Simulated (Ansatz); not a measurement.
`O[Si](O)(O)CCCCc1c(F)c(F)c(F)c(F)c1F` with charge -1. Total charge -1; doublet. Geometry r2SCAN-D4/def2-SVP, that of the neutral singlet; atoms count from 1.

```xyz
30

O    -0.422   -2.056    4.376
Si   -0.696   -2.957    3.010
O    -0.012   -4.436    3.356
O    -2.331   -3.026    2.743
C     0.011   -2.187    1.470
C    -0.523   -0.775    1.207
C     0.074   -0.124   -0.036
C    -0.488    1.281   -0.291
C     0.108    1.928   -1.508
C     1.265    2.710   -1.429
F     1.836    2.926   -0.241
C     1.852    3.288   -2.557
F     2.946    4.035   -2.446
C     1.283    3.068   -3.814
F     1.832    3.608   -4.896
C     0.132    2.284   -3.930
F    -0.410    2.075   -5.125
C    -0.430    1.720   -2.782
F    -1.523    0.965   -2.921
H     0.263   -2.402    4.961
H    -0.027   -5.098    2.655
H    -2.873   -3.186    3.524
H     1.114   -2.171    1.558
H    -0.213   -2.841    0.606
H    -0.321   -0.137    2.088
H    -1.623   -0.814    1.111
H     1.173   -0.061    0.065
H    -0.121   -0.757   -0.921
H    -1.581    1.221   -0.417
H    -0.294    1.920    0.585
```

Single mean-field runs in def2-TZVP are fitted with def2-universal-jkfit. The highest occupied level of the charge -1 doublet lies above zero (up to 2.14 eV). By energy differences it is unbound by 0.79 eV (vertical, against the charge 0 singlet, at PBE0-D4/def2-TZVP) and held by the finite basis.

**Question.** Estimate the Mulliken populations of the heavy atoms from the PBE0/def2-TZVP orbitals of Ansatz.

**Answer.** 
```
atom  charge (e)  spin (α − β)
  O1       -0.52         -0.01
 Si2        0.72          0.00
  O3       -0.51         -0.04
  O4       -0.51         -0.02
  C5       -0.26         -0.04
  C6       -0.19         -0.02
  C7       -0.21          0.00
  C8       -0.16         -0.02
  C9       -0.15          0.29
 C10        0.14          0.07
 F11       -0.22          0.00
 C12        0.09          0.00
 F13       -0.21          0.00
 C14        0.05          0.30
 F15       -0.22          0.01
 C16        0.10         -0.01
 F17       -0.21          0.00
 C18        0.14          0.08
 F19       -0.22          0.00
```
Mulliken values depend strongly on the basis.

**Question.** Where does the spin sit?

**Answer.** Summed by element: O -0.07, Si 0.00, C 0.64, F 0.01, H 0.42, of 1 unpaired in all. Largest on single atoms: C14 0.30, C9 0.29, H21 0.12.

**Question.** And the Mayer bond orders between heavy atoms (over 0.3)?

**Answer.** O1–Si2 1.20 (1.66 Å); Si2–O3 1.17 (1.67 Å); Si2–O4 1.23 (1.66 Å); Si2–C5 0.97 (1.86 Å); C5–C6 0.99 (1.53 Å); C6–C7 1.01 (1.53 Å); C7–C8 1.01 (1.53 Å); C8–C9 0.96 (1.50 Å); C9–C10 1.19 (1.40 Å); C9–C18 1.18 (1.40 Å); C10–F11 1.04 (1.34 Å); C10–C12 1.51 (1.40 Å); C12–F13 1.05 (1.33 Å); C12–C14 1.25 (1.40 Å); C14–F15 1.02 (1.33 Å); C14–C16 1.25 (1.40 Å); C16–F17 1.05 (1.33 Å); C16–C18 1.51 (1.40 Å); C18–F19 1.04 (1.34 Å).
